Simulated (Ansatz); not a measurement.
Born–Oppenheimer molecular dynamics of AlCl₂H₂N (6 atoms, charge 0, multiplicity 1). It starts from a relaxed structure.

Theory: Ansatz 0.2.0, RHF/cc-pVDZ.

- ensemble: NVT, Nosé–Hoover chain
- time step: 0.5 fs
- steps asked: 166
- set temperature: 700 K
- thermostat: time constant 100 fs, chain length 3 (defaults)
- seed: 573302

First frame:

```xyz
6
Properties=species:S:1:pos:R:3
Al -0.045 0.000 -0.026
Cl -0.012 -0.348 2.057
Cl 1.775 0.348 -1.039
N -1.568 0.000 -0.905
H -2.466 -0.162 -0.491
H -1.658 0.162 -1.891
```

Problem. How far do the bonds stretch over the last three quarters of this one trajectory? (Pairs bonded in most of those frames.)

Solution. 
```
   bond  mean (Å)  spread (Å)  shortest  longest
Al1–Cl2     2.126       0.022      2.07     2.16
Al1–Cl3     2.121       0.038      2.07     2.18
 Al1–N4     1.773       0.027      1.73     1.82
  N4–H5     1.006       0.024      0.97     1.04
  N4–H6     1.006       0.012      0.98     1.03
```

Mean temperature of the second half: 362 K. The conserved energy stayed within 0.25 meV per atom of its start (net change 0.17 meV per atom), so the integration is sound. The mean temperature of the second half is 48 % below the set value. A run of 0.083 ps of so small a system gives no equilibrium averages.

Run time: 4.4 min on 1 thread of Arm Neoverse V1, on a shared host, peak memory 0.15 GiB.
